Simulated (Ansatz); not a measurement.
`[NH2][Ge][OH]` + HCl → `[OH][Ge][Cl]` + NH₃ at 700 K and 1 bar (ligand exchange at a Ge–N bond).

Calculated with Ansatz (gas phase, PBE0-D4/def2-TZVP geometries, no zero-point term in ΔE). CCSD(T)/CBS adds triple-zeta CCSD(T) − MP2 to the extrapolated MP2 energy (def2 sets, frozen cores). This one scheme is used for every species. For Ge outer-core shells are correlated without core-valence functions, which leaves a few kJ/mol of doubt a bond. Scalar relativity is left out up to krypton. One conformer a species, not always the lowest.

```csv
species,CCSD(T)/CBS energy (Eh),H − E (kJ/mol),S (J/(mol·K))
`[NH2][Ge][OH]`,-2207.83457,151.8,365.4
HCl,-460.38127,38.4,211.8
`[OH][Ge][Cl]`,-2611.73425,78.6,348.6
NH₃,-56.50880,116.9,226.5
```

H − E and S are ideal-gas, rigid-rotor, harmonic terms from PBE0-D4/def2-TZVP, for one conformer and one mirror image of each species. 1 Eh = 2625.50 kJ/mol, R = 8.31446 J/(mol·K).

Problem. By hand: ΔE, ΔH, ΔS and ΔG.

Solution. ΔE = (-2611.73425) + (-56.50880) − (-2207.83457) − (-460.38127) = -0.02721 Eh = -71.4 kJ/mol. Δ(H − E) = 78.6 + 116.9 − 151.8 − 38.4 = 5.3, so ΔH = -66.1 kJ/mol. ΔS = 348.6 + 226.5 − 365.4 − 211.8 = -2.1 J/(mol·K). ΔG = -66.1 − 700 × (-2.1)/1000 = -64.6 kJ/mol.

Problem. By hand: the equilibrium constant, and the temperature at which ΔG would vanish if ΔH and ΔS stayed fixed.

Solution. log₁₀ K = −ΔG/(RT ln 10) = 4.8. ΔG = 0 at ΔH/ΔS = 31476 K, far beyond where these terms or the molecules hold.

The number of gas molecules stays the same, so ΔS is small and ΔH decides. A doubt of 5 kJ/mol in ΔE shifts log₁₀ K by 0.4 here. Other conformers and mirror images would add mixing entropy, several J/(mol·K) or more a flexible species. These are equilibria of isolated gas molecules and say nothing of rates. Largest T1 diagnostic: 0.014 (customary marks: 0.02 for closed shells, 0.045 for open ones).
